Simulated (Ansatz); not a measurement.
One change: `CN(C)BN` becomes `C[N](C)[GaH][Br]`.

Ansatz, PBE0-D4/def2-TZVP geometries, multiplicity 1. Each molecule was computed in one conformer, which needn't be the lowest.

Scalar relativity is left out up to krypton.

```json
{"property": "HOMO energy (PBE/def2-TZVPP) / eV", "`CN(C)BN`": "-4.95"}
{"property": "size of the dipole moment (ωB97M-V/def2-TZVPP) / D", "`CN(C)BN`": "1.21"}
{"property": "HOMO–LUMO gap (PBE0/def2-TZVPP) / eV", "`CN(C)BN`": "7.28"}
{"property": "LUMO energy (B3LYP/def2-TZVPP) / eV", "`CN(C)BN`": "0.71"}
{"property": "LUMO energy (PBE0/def2-TZVPP) / eV", "`CN(C)BN`": "1.05"}
{"property": "LUMO energy (ωB97M-V/def2-TZVPP) / eV", "`CN(C)BN`": "2.39"}
```

**Question.** Give the same properties after the change, and the shifts. (Best estimate.)

**Answer.** Computed: 
| property | `C[N](C)[GaH][Br]` | shift |
| --- | --- | --- |
| HOMO energy (PBE/def2-TZVPP) / eV | -5.43 | -0.48 |
| size of the dipole moment (ωB97M-V/def2-TZVPP) / D | 2.40 | 1.19 |
| HOMO–LUMO gap (PBE0/def2-TZVPP) / eV | 5.76 | -1.52 |
| LUMO energy (B3LYP/def2-TZVPP) / eV | -1.11 | -1.82 |
| LUMO energy (PBE0/def2-TZVPP) / eV | -0.86 | -1.91 |
| LUMO energy (ωB97M-V/def2-TZVPP) / eV | 0.80 | -1.59 |

With PBE0 the HOMO falls by 0.41 eV and the LUMO falls by 1.91 eV, so the gap narrows by about 1.50 eV. PBE moves the HOMO by -0.48 eV and ωB97M-V by -0.38 eV. Dipoles are sizes alone; their direction can turn.

B3LYP here is the variant with VWN-RPA as its local correlation; programs differ in this.

Spin–orbit coupling is left out; it splits and shifts lone-pair levels of the heavy atoms by tenths of an eV.
